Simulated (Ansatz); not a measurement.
Reaction (atomization): `C[B](C)[ZnH]` → B• + 2 C• + 7 H• + Zn (atom)

Program: Ansatz. Geometries: PBE0-D4/def2-TZVP. ΔE: electronic, gas phase. CBS: MP2 limit from def2 TZ/QZ plus the TZ coupled-cluster correction, frozen cores. This one scheme is used for every species, atoms too. DFT in def2-TZVPP. B3LYP here is the variant with VWN-RPA as its local correlation; programs differ in this. HSE06 is defined as in plane-wave codes. Open shells (•) are unrestricted, without spin–orbit coupling. Spin–orbit coupling would lower the free atoms: a little for B, C. For Zn outer-core shells are correlated without core-valence functions, so the limit isn't a true one: a few kJ/mol of doubt a bond, and 10 to 20 or more in all where bonds break to atoms. Scalar relativity is left out up to krypton.

```json
{"level": "revPBE-D4", "ΔE (kJ/mol)": "3664.6", "difference from CCSD(T)/CBS": "-6.0"}
{"level": "PBE0-D4", "ΔE (kJ/mol)": "3712.5", "difference from CCSD(T)/CBS": "41.9"}
{"level": "B3LYP-D4", "ΔE (kJ/mol)": "3688.2", "difference from CCSD(T)/CBS": "17.6"}
{"level": "r2SCANh-D4", "ΔE (kJ/mol)": "3710.2", "difference from CCSD(T)/CBS": "39.6"}
{"level": "HSE06-D4", "ΔE (kJ/mol)": "3714.2", "difference from CCSD(T)/CBS": "43.6"}
{"level": "ωB97M-V", "ΔE (kJ/mol)": "3703.7", "difference from CCSD(T)/CBS": "33.1"}
{"level": "r2SCANh", "ΔE (kJ/mol)": "3705.4", "difference from CCSD(T)/CBS": "34.8"}
{"level": "HSE06", "ΔE (kJ/mol)": "3699.8", "difference from CCSD(T)/CBS": "29.2"}
{"level": "BHLYP", "ΔE (kJ/mol)": "3602.8", "difference from CCSD(T)/CBS": "-67.8"}
{"level": "CAM-B3LYP", "ΔE (kJ/mol)": "3696.5", "difference from CCSD(T)/CBS": "25.9"}
{"level": "LC-ωPBE", "ΔE (kJ/mol)": "3716.3", "difference from CCSD(T)/CBS": "45.7"}
{"level": "HF/def2-SVP", "ΔE (kJ/mol)": "2874.5", "difference from CCSD(T)/CBS": "-796.1"}
{"level": "SCS-MP2/def2-TZVPP", "ΔE (kJ/mol)": "3623.4", "difference from CCSD(T)/CBS": "-47.2"}
{"level": "MP2/def2-QZVPP", "ΔE (kJ/mol)": "3675.5", "difference from CCSD(T)/CBS": "4.9"}
{"level": "HF/CBS(def2)", "ΔE (kJ/mol)": "2828.5", "difference from CCSD(T)/CBS": "-842.1"}
{"level": "MP2/CBS(def2)", "ΔE (kJ/mol)": "3703.9", "difference from CCSD(T)/CBS": "33.3"}
{"level": "CCSD(T)/CBS", "ΔE (kJ/mol)": "3670.6", "difference from CCSD(T)/CBS": "0"}
```

Largest T1 diagnostic among the species: 0.017.

From BLYP to BHLYP (50 % exact exchange), in def2-TZVPP and without D4, ΔE moves by −12.3 kJ/mol: exact exchange takes away binding that semilocal exchange gives to molecules. In def2-TZVPP, CCSD(T) changes the Hartree–Fock value by +777.0 kJ/mol (the triples alone add +39.4 kJ/mol) and MP2 by +810.3 kJ/mol; breaking electron pairs costs correlation energy, which Hartree–Fock lacks.

For atomizations the MP2-based limit and the directly extrapolated one differ by several kJ/mol either way, and by 10 to 25 for some Ge, Se and Sn compounds, so smaller differences from it don't rank the levels.
